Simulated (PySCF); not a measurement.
PySCF input (HF/def2-TZVPD):

```python
from pyscf import gto, scf, dft

mol = gto.M(
    atom='''
    B    -0.00000000   -0.00000000   -0.65016523
    F     0.00000000    0.00000000    0.56413896
    H    -0.00000000   -0.00000000   -1.82642451
    ''',
    basis='def2-tzvpd',
    charge=1,
    spin=0,
    verbose=4,
)

mf = scf.RHF(mol).density_fit(auxbasis='def2-universal-jkfit')
mf.conv_tol = 1e-9
mf.max_cycle = 100
mf.max_memory = 1500
mf.kernel()
if not mf.converged:
    mf = mf.newton()
    mf.kernel(mf.make_rdm1())
mf.analyze()
```

Output:

```
PySCF version 2.14.0

[INPUT] verbose = 4
[INPUT] num. atoms = 3
[INPUT] num. electrons = 14
[INPUT] charge = 1
[INPUT] spin (= nelec alpha-beta = 2S) = 0
[INPUT] symmetry False subgroup None
[INPUT] Mole.unit = angstrom
[INPUT] Symbol           X                Y                Z      unit          X                Y                Z       unit  Magmom
[INPUT]  1 B      0.000000000000   0.000000000000  -0.650165230000 AA    0.000000000000   0.000000000000  -1.228634220415 Bohr   0.0
[INPUT]  2 F      0.000000000000   0.000000000000   0.564138960000 AA    0.000000000000   0.000000000000   1.066068130597 Bohr   0.0
[INPUT]  3 H      0.000000000000   0.000000000000  -1.826424510000 AA    0.000000000000   0.000000000000  -3.451442111093 Bohr   0.0

nuclear repulsion = 23.8520414997129
number of shells = 32
number of NR pGTOs = 118
number of NR cGTOs = 86
basis = def2-tzvpd
ecp = {}

******** <class 'pyscf.df.df_jk.DFRHF'> ********
method = DFRHF
initial guess = minao
damping factor = 0
level_shift factor = 0
DIIS = <class 'pyscf.scf.diis.CDIIS'>
diis_start_cycle = 1
diis_space = 8
diis_damp = 0
SCF conv_tol = 1e-09
SCF conv_tol_grad = None
SCF max_cycles = 100
direct_scf = False
Set gradient conv threshold to 3.16228e-05
Initial guess from minao.
******** <class 'pyscf.df.df.DF'> ********
auxbasis = def2-universal-jkfit
init E= -124.879876946036
  HOMO = -0.592411472448127  LUMO = 0.0380988246232398  gap/eV = 17.15706
cycle= 1 E= -124.389579004061  delta_E= 0.49  |g|= 0.498  |ddm|= 1.14
  HOMO = -1.02684111667722  LUMO = -0.25365950729854  gap/eV = 21.03934
cycle= 2 E= -124.45404654238  delta_E= -0.0645  |g|= 0.234  |ddm|= 0.429
  HOMO = -0.989822604509705  LUMO = -0.211713373669313  gap/eV = 21.17343
cycle= 3 E= -124.461942005087  delta_E= -0.0079  |g|= 0.0656  |ddm|= 0.139
  HOMO = -0.97642033921494  LUMO = -0.197586771878755  gap/eV = 21.19314
cycle= 4 E= -124.462630641976  delta_E= -0.000689  |g|= 0.00839  |ddm|= 0.0421
  HOMO = -0.975453145650821  LUMO = -0.197213248468386  gap/eV = 21.17699
cycle= 5 E= -124.462656772389  delta_E= -2.61e-05  |g|= 0.00128  |ddm|= 0.0122
  HOMO = -0.975708863462774  LUMO = -0.197448821026352  gap/eV = 21.17753
cycle= 6 E= -124.462657347746  delta_E= -5.75e-07  |g|= 0.000161  |ddm|= 0.00157
  HOMO = -0.975730914011443  LUMO = -0.197460026891538  gap/eV = 21.17783
cycle= 7 E= -124.46265735703  delta_E= -9.28e-09  |g|= 1.62e-05  |ddm|= 0.000321
  HOMO = -0.975730985144136  LUMO = -0.197460145982048  gap/eV = 21.17783
cycle= 8 E= -124.462657357117  delta_E= -8.76e-11  |g|= 3.15e-06  |ddm|= 2.61e-05
  HOMO = -0.975730756348398  LUMO = -0.197459965144366  gap/eV = 21.17783
Extra cycle  E= -124.462657357122  delta_E= -4.21e-12  |g|= 1.3e-06  |ddm|= 3.61e-06
converged SCF energy = -124.462657357122
**** SCF Summaries ****
Total Energy =                        -124.462657357121657
Nuclear Repulsion Energy =              23.852041499712897
One-electron Energy =                 -214.494272817794837
Two-electron Energy =                   66.179573960960283
Two-electron Coulomb Energy =           80.251462821732318
DFT Exchange-Correlation Energy =      -14.071888860772034
HOMO-LUMO gap [eV] =                    21.177826927543723
**** MO energy ****
MO #1   energy= -26.6984522892144  occ= 2
MO #2   energy= -8.09320005786549  occ= 2
MO #3   energy= -2.02298598283836  occ= 2
MO #4   energy= -1.1637848016229   occ= 2
MO #5   energy= -1.0567049536426   occ= 2
MO #6   energy= -1.05670495364259  occ= 2
MO #7   energy= -0.975730756348398 occ= 2
MO #8   energy= -0.197459965144366 occ= 0
MO #9   energy= -0.197459965144334 occ= 0
MO #10  energy= -0.137433527501816 occ= 0
MO #11  energy= -0.0993274260892782 occ= 0
MO #12  energy= -0.0277815727857074 occ= 0
MO #13  energy= -0.0260655183523062 occ= 0
MO #14  energy= -0.0260655183522715 occ= 0
MO #15  energy= -0.00595406819844599 occ= 0
MO #16  energy= -0.00595406819844172 occ= 0
MO #17  energy= 0.0134614725205463 occ= 0
MO #18  energy= 0.0134614725205648 occ= 0
MO #19  energy= 0.0219991020804516 occ= 0
MO #20  energy= 0.071511430673068  occ= 0
MO #21  energy= 0.0896916644023324 occ= 0
MO #22  energy= 0.111503931060711  occ= 0
MO #23  energy= 0.111503931060761  occ= 0
MO #24  energy= 0.216706927712324  occ= 0
MO #25  energy= 0.216706927712327  occ= 0
MO #26  energy= 0.235851690472054  occ= 0
MO #27  energy= 0.27701842777412   occ= 0
MO #28  energy= 0.34214919857144   occ= 0
MO #29  energy= 0.345360053976155  occ= 0
MO #30  energy= 0.345360053976205  occ= 0
MO #31  energy= 0.463255012869225  occ= 0
MO #32  energy= 0.473581562196748  occ= 0
MO #33  energy= 0.473581562196762  occ= 0
MO #34  energy= 0.491777555039374  occ= 0
MO #35  energy= 0.491777555039396  occ= 0
MO #36  energy= 0.529130375632684  occ= 0
MO #37  energy= 0.529130375632724  occ= 0
MO #38  energy= 0.643552327190239  occ= 0
MO #39  energy= 0.836992800456446  occ= 0
MO #40  energy= 0.891644589655576  occ= 0
MO #41  energy= 0.901002779969893  occ= 0
MO #42  energy= 0.901002779969905  occ= 0
MO #43  energy= 0.926133028058154  occ= 0
MO #44  energy= 0.926133028058223  occ= 0
MO #45  energy= 1.00554357600339   occ= 0
MO #46  energy= 1.19349584368591   occ= 0
MO #47  energy= 1.47292091505057   occ= 0
MO #48  energy= 1.56371530556925   occ= 0
MO #49  energy= 1.56371530556925   occ= 0
MO #50  energy= 1.62013686291041   occ= 0
MO #51  energy= 1.62013686291045   occ= 0
MO #52  energy= 1.71202543512379   occ= 0
MO #53  energy= 1.71202543512381   occ= 0
MO #54  energy= 1.78128942447322   occ= 0
MO #55  energy= 1.78128942447324   occ= 0
MO #56  energy= 1.78818119783125   occ= 0
MO #57  energy= 1.7881811978313    occ= 0
MO #58  energy= 1.81163545525074   occ= 0
MO #59  energy= 2.34189851995942   occ= 0
MO #60  energy= 2.35659494203802   occ= 0
MO #61  energy= 2.3565949420381    occ= 0
MO #62  energy= 2.43848154789049   occ= 0
MO #63  energy= 2.43848154789051   occ= 0
MO #64  energy= 2.92833305936222   occ= 0
MO #65  energy= 3.03819343980481   occ= 0
MO #66  energy= 3.03819343980483   occ= 0
MO #67  energy= 3.26453266086696   occ= 0
MO #68  energy= 3.49479456380531   occ= 0
MO #69  energy= 3.87385007774136   occ= 0
MO #70  energy= 3.87385007774136   occ= 0
MO #71  energy= 4.42432138824883   occ= 0
MO #72  energy= 5.12117116219449   occ= 0
MO #73  energy= 7.02168272637474   occ= 0
MO #74  energy= 7.0216827263748    occ= 0
MO #75  energy= 7.16628041097508   occ= 0
MO #76  energy= 7.16628041097515   occ= 0
MO #77  energy= 7.38445930413225   occ= 0
MO #78  energy= 7.38445930413226   occ= 0
MO #79  energy= 7.54107504736239   occ= 0
MO #80  energy= 8.72762267470595   occ= 0
MO #81  energy= 8.72762267470598   occ= 0
MO #82  energy= 9.15370799846201   occ= 0
MO #83  energy= 9.15370799846202   occ= 0
MO #84  energy= 9.43380334305428   occ= 0
MO #85  energy= 15.2581339553477   occ= 0
MO #86  energy= 59.2652227080846   occ= 0
 ** Mulliken pop on meta-lowdin orthogonal AOs  **
 ** Mulliken pop  **
pop of  0 B 1s            1.99992
pop of  0 B 2s            0.83272
pop of  0 B 3s            0.01178
pop of  0 B 4s            0.00070
pop of  0 B 5s            0.00131
pop of  0 B 6s            0.00003
pop of  0 B 2px           0.16815
pop of  0 B 2py           0.16815
pop of  0 B 2pz           0.79783
pop of  0 B 3px           0.00873
pop of  0 B 3py           0.00873
pop of  0 B 3pz           0.02202
pop of  0 B 4px           0.00000
pop of  0 B 4py           0.00000
pop of  0 B 4pz           0.00446
pop of  0 B 3dxy          0.00000
pop of  0 B 3dyz          0.00239
pop of  0 B 3dz^2         0.00321
pop of  0 B 3dxz          0.00239
pop of  0 B 3dx2-y2       0.00000
pop of  0 B 4dxy          0.00000
pop of  0 B 4dyz          0.00194
pop of  0 B 4dz^2         0.00076
pop of  0 B 4dxz          0.00194
pop of  0 B 4dx2-y2       0.00000
pop of  0 B 5dxy          0.00000
pop of  0 B 5dyz          0.00065
pop of  0 B 5dz^2         0.00093
pop of  0 B 5dxz          0.00065
pop of  0 B 5dx2-y2       0.00000
pop of  0 B 4f-3          0.00000
pop of  0 B 4f-2          0.00000
pop of  0 B 4f-1          0.00051
pop of  0 B 4f+0          0.00299
pop of  0 B 4f+1          0.00051
pop of  0 B 4f+2          0.00000
pop of  0 B 4f+3          0.00000
pop of  1 F 1s            1.99999
pop of  1 F 2s            1.72122
pop of  1 F 3s            0.00242
pop of  1 F 4s            0.00107
pop of  1 F 5s            0.00038
pop of  1 F 6s            0.00031
pop of  1 F 2px           1.80602
pop of  1 F 2py           1.80602
pop of  1 F 2pz           1.74333
pop of  1 F 3px           0.00220
pop of  1 F 3py           0.00220
pop of  1 F 3pz           0.00156
pop of  1 F 4px           0.00231
pop of  1 F 4py           0.00231
pop of  1 F 4pz           0.00189
pop of  1 F 5px           0.00008
pop of  1 F 5py           0.00008
pop of  1 F 5pz           0.00151
pop of  1 F 3dxy          0.00000
pop of  1 F 3dyz          0.00459
pop of  1 F 3dz^2         0.01115
pop of  1 F 3dxz          0.00459
pop of  1 F 3dx2-y2       0.00000
pop of  1 F 4dxy          0.00000
pop of  1 F 4dyz          0.00066
pop of  1 F 4dz^2         0.00300
pop of  1 F 4dxz          0.00066
pop of  1 F 4dx2-y2       0.00000
pop of  1 F 5dxy          0.00000
pop of  1 F 5dyz          0.00002
pop of  1 F 5dz^2         0.00030
pop of  1 F 5dxz          0.00002
pop of  1 F 5dx2-y2       0.00000
pop of  1 F 4f-3          0.00000
pop of  1 F 4f-2          0.00000
pop of  1 F 4f-1          0.00017
pop of  1 F 4f+0          0.00051
pop of  1 F 4f+1          0.00017
pop of  1 F 4f+2          0.00000
pop of  1 F 4f+3          0.00000
pop of  2 H 1s            0.80760
pop of  2 H 2s            0.01713
pop of  2 H 3s            0.00326
pop of  2 H 2px           0.00074
pop of  2 H 2py           0.00074
pop of  2 H 2pz           0.00423
pop of  2 H 3px           0.00085
pop of  2 H 3py           0.00085
pop of  2 H 3pz           0.00048
 ** Mulliken atomic charges  **
charge of    0B =      0.95660
charge of    1F =     -0.12072
charge of    2H =      0.16412

WARN: System has nonzero charge 1; the dipole moment is origin-dependent.
Location of origin: [0. 0. 0.]

Dipole moment(X, Y, Z, Debye): -0.00000,  0.00000, -3.90878
```
